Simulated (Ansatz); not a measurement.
Consider the redistribution: `NCBBr` + `O=COC[SiH3]` → `O=CBBr` + `NCOC[SiH3]`.

Calculated with Ansatz (gas phase, PBE0-D4/def2-TZVP geometries, no zero-point term in ΔE). CBS: MP2 limit from def2 TZ/QZ plus the TZ coupled-cluster correction, frozen cores. DFT in def2-TZVPP. B3LYP here is the variant with VWN-RPA as its local correlation; programs differ in this. For Br outer-core shells are correlated without core-valence functions, which leaves a few kJ/mol of doubt a bond. Scalar relativity is left out up to krypton. One conformer a species, not always the lowest.

`NCBBr`:

```xyz
9

N     0.631   -1.042    0.586
C    -0.304   -0.371   -0.284
B    -0.547    1.142   -0.074
Br    0.578    2.197    1.052
H     1.435   -0.463    0.785
H     0.954   -1.915    0.195
H    -0.048   -0.410   -1.367
H    -1.288   -0.859   -0.240
H    -1.412    1.722   -0.652
```

`O=COC[SiH3]`:

Cartesian coordinates in Å:
```
O -0.215 0.635 2.179
C -0.976 -0.153 1.700
O -1.207 -0.333 0.402
C -0.462 0.504 -0.501
Si 1.149 -0.328 -1.053
H -1.605 -0.850 2.274
H -1.119 0.672 -1.355
H -0.254 1.465 -0.024
H 1.986 -0.658 0.125
H 0.834 -1.572 -1.801
H 1.869 0.618 -1.946
```

`O=CBBr`:

```xyz
6

O     0.277    1.688    0.473
C    -0.324    0.637    0.477
B     0.383   -0.592   -0.215
Br   -0.377   -1.241   -1.821
H    -1.352    0.580    0.900
H     1.393   -1.072    0.186
```

`NCOC[SiH3]`:

```xyz
14

N     2.075    0.075   -0.728
C     1.473   -0.679    0.336
O     0.253   -0.120    0.754
C    -0.749   -0.149   -0.242
Si   -2.261    0.773    0.397
H     2.647    0.837   -0.393
H     2.612   -0.498   -1.361
H     1.311   -1.705   -0.023
H     2.075   -0.720    1.250
H    -1.019   -1.189   -0.491
H    -0.390    0.318   -1.168
H    -1.927    2.195    0.668
H    -3.324    0.714   -0.643
H    -2.775    0.149    1.645
```

CCSD(T)/CBS gives +26.6 kcal/mol.

Q: Another level gave +28.5 kcal/mol. Which?
A. r2SCAN-D4/def2-TZVPP
B. HF/def2-TZVPP
C. B3LYP/def2-TZVPP
D. PBE-D4/def2-TZVPP

A: D. PBE-D4 28.5, B3LYP 26.6, r2SCAN-D4 29.7, HF/def2-TZVPP 25.5 kcal/mol.

Largest T1 diagnostic among the species: 0.015.

In def2-TZVPP, CCSD(T) changes the Hartree–Fock value by +0.8 kcal/mol (the triples alone add +0.4 kcal/mol) and MP2 by +2.4 kcal/mol.
